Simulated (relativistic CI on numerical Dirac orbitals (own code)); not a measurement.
**Ir11+: q coefficients and field-shift factors**

These numbers are calculated, not measured: Dirac-Coulomb-Breit CI, orbitals from a KLI potential per configuration, derivatives by finite differences, unscaled Slater integrals, QED left out (own radial code, finite nucleus).

Configurations in the expansion (outside the closed core [Kr] 4d10): 4f14 5s2 5p4, 4f13 5s2 5p5, 4f14 5s 5p5, 4f14 5s2 5p3 5d, 4f14 5p6, 4f14 5s2 5p2 5d2, 4f14 5s2 5p 5d3. Double excitations out of closed p, d and f shells are left out; levels of such configurations are missing from the list, as are those of other unlisted configurations, and high levels can miss mixing partners.

With x = (α/α₀)² − 1 an excitation energy changes as ω = ω₀ + qx; K = 2q/ω₀ is the relative enhancement. Terms are leading LS components, so labels can repeat. The field-shift factor is F = δν/δ⟨r²⟩ for the transition from the lowest level.

Lowest level 4f14 5s2 5p4 3P_2.

| Level | ω₀ (cm⁻¹) | q (cm⁻¹) | K | F (GHz/fm²) |
| --- | --- | --- | --- | --- |
| 4f14 5s2 5p4 1S_0 | 24040 | 4527 | 0.377 | -4.41 |
| 4f14 5s2 5p4 3P_1 | 125434 | 167600 | 2.67 | -29.7 |
| 4f14 5s2 5p4 1D_2 | 141426 | 163200 | 2.31 | -28.6 |
| 4f13 5s2 5p5 3F_4 | 234119 | -124200 | -1.06 | 35.9 |
| 4f13 5s2 5p5 1F_3 | 235553 | -124300 | -1.06 | 35.8 |
| 4f13 5s2 5p5 3G_5 | 240502 | -125700 | -1.05 | 36.1 |
| 4f13 5s2 5p5 1D_2 | 254954 | -120600 | -0.946 | 35.4 |
| 4f13 5s2 5p5 3F_3 | 256285 | -103200 | -0.805 | 37.2 |
| 4f13 5s2 5p5 3F_2 | 263820 | -102100 | -0.774 | 37.1 |
| 4f13 5s2 5p5 3G_4 | 271279 | -102900 | -0.759 | 37.3 |
| 4f13 5s2 5p5 3D_1 | 274044 | -102700 | -0.75 | 37.5 |
| 4f14 5s2 5p4 3P_0 | 277033 | 336000 | 2.43 | -64.2 |
| 4f13 5s2 5p5 3D_3 | 378255 | 47750 | 0.252 | 5.39 |

At this charge transitions that keep the count of f electrons are usually good to a few per cent. Levels and lines within the n = 5 or 6 shells can be off by up to 10 % or somewhat more, and those that change n by about 2 %, since core polarisation is missing. Levels that differ in their count of f electrons can be misplaced by several ten thousand cm⁻¹, since the correlation energy of f electrons is missing or only estimated; rates across such gaps can be off by orders of magnitude.
